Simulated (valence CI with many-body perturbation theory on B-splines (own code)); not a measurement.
**Questions on Dy61+**

Computed by valence CI with perturbative core correlation (CI+MBPT): three valence electrons over a frozen Dirac-Fock core [He], radial functions for each j: 11 s, 11 p, 9 d, 7 f, 5 g, 2 h, 1 i, with the one-electron correlation potential Σ1, the two-electron term Σ2, the three-electron term Σ3, Breit, model QED; selected CI, second order for the rest (own B-spline code, finite nucleus).

The last digits are not significant, and no measured levels were compared; by estimate large intervals hold to a few tenths of a per cent, small ones and those within an open d or f shell to about a per cent.

Levels are named by their leading jj configuration (3d3/2^4 stands for four electrons in 3d with j = 3/2), which in mixed levels can hold well under half, so a name can repeat and another be missing.

Rates and lifetimes use the calculated energies. Strong lines usually hold to 10 to 20 %, long lifetimes can be off by a factor of two.

Problem. What is the ground level?

Solution. (2s^2 2p1/2) J=1/2, composition 100 % 2s2 2p 2P°, g = 0.627.

Problem. Name the longest-lived excited levels whose lifetime is computed, and their main decay.

Solution. (2s 2p1/2 2p3/2) J=5/2 at 1066.1 eV lives 150 ps, mostly by E1 to (2s^2 2p3/2) J=3/2; (2s^2 2p3/2) J=3/2 at 871.8 eV lives 84.1 ps, mostly by E1 to (2s 2p1/2^2) J=1/2; (2s 2p1/2^2) J=1/2 at 223.7 eV lives 56.1 ps, mostly by E1 to (2s^2 2p1/2) J=1/2.

Problem. Where does the other parity begin?

Solution. At (2s 2p1/2^2) J=1/2, 223.7 eV.

Problem. Among levels below 9911.4 eV, which E1 lines absorb most strongly from the ground level?

Solution. to (2s^2 3d3/2) J=3/2 at 0.1451 nm, f = 0.563; to (2s 2p1/2 3p1/2) J=3/2 at 0.1477 nm, f = 0.210; to (2s 2p1/2 3p3/2) J=3/2 at 0.1430 nm, f = 0.161.

Problem. What are the static dipole polarisabilities of the lowest levels?

Solution. (2s^2 2p1/2) J=1/2 0.000267 bohr³, of which the core gives 3.74e-07.

Problem. How well does LS coupling describe the low levels?

Solution. Among the lowest 20 levels the leading LS term, summed over configurations, holds 76 % on average. For single configurations the figures are 76 % in LS and 99 % in jj coupling. Terms mix most in the J = 3/2 level at 1364.4 eV, where the leading one holds 48 %.

Problem. What is the ionisation energy?

Solution. 14489 eV; NIST lists 14495 ± 12 eV (theoretical).
